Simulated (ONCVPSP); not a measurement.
## LDA (Perdew-Zunger) ONCV dataset for C (Z = 6), scalar-relativistic all-electron reference.

```json
{
 "Element": "C",
 "Generator": "ONCVPSP 4.0.1",
 "Type": "optimised norm-conserving Vanderbilt (ONCV)",
 "Functional": "LDA (Perdew-Zunger)",
 "Relativity": "scalar-relativistic",
 "Frozen core": "[He]",
 "Valence charge": "4",
 "Reference configuration": "2s2 2p1.5 (charge +0.5)",
 "Partial waves": "2s: rc 1.10 bohr, ncon 5, nbas 8, qcut 7.4 1/bohr, local; 2p: rc 2.95 bohr, ncon 3, nbas 7, qcut 5.8 1/bohr, 2 projectors, debl 2.9 Ha; d scattering state at 0.46 Ha: rc 3.00 bohr, ncon 4, nbas 7, qcut 2.9 1/bohr, 2 projectors, debl 1.5 Ha",
 "Local potential": "the s channel",
 "Core correction": "Teter function, fcfact 3, rcfact 1"
}
```

(1) Estimate the cutoffs (Ha) at which the residual kinetic energy of the hardest occupied pseudo-wave falls to 1 and 0.1 mHa per electron.

(2) Does the potential have ghost states?

(3) Which valence shell sets the plane-wave cutoff?

(4) Tests: 2s2 2p2; 2s2 2p1; 2s2 2p0; 2s1 2p2. Which has the largest error in its energy relative to the reference configuration, and how large is it?

## Answers

(1) 21 Ha and 27 Ha.

(2) No bound ghost flagged; no localised positive-energy state flagged.

(3) 2s: 21 Ha for 1 mHa per electron, against 9 Ha for 2p.

(4) 2s2 2p0, with +694 meV (all-electron minus pseudo) on +31.22 eV.
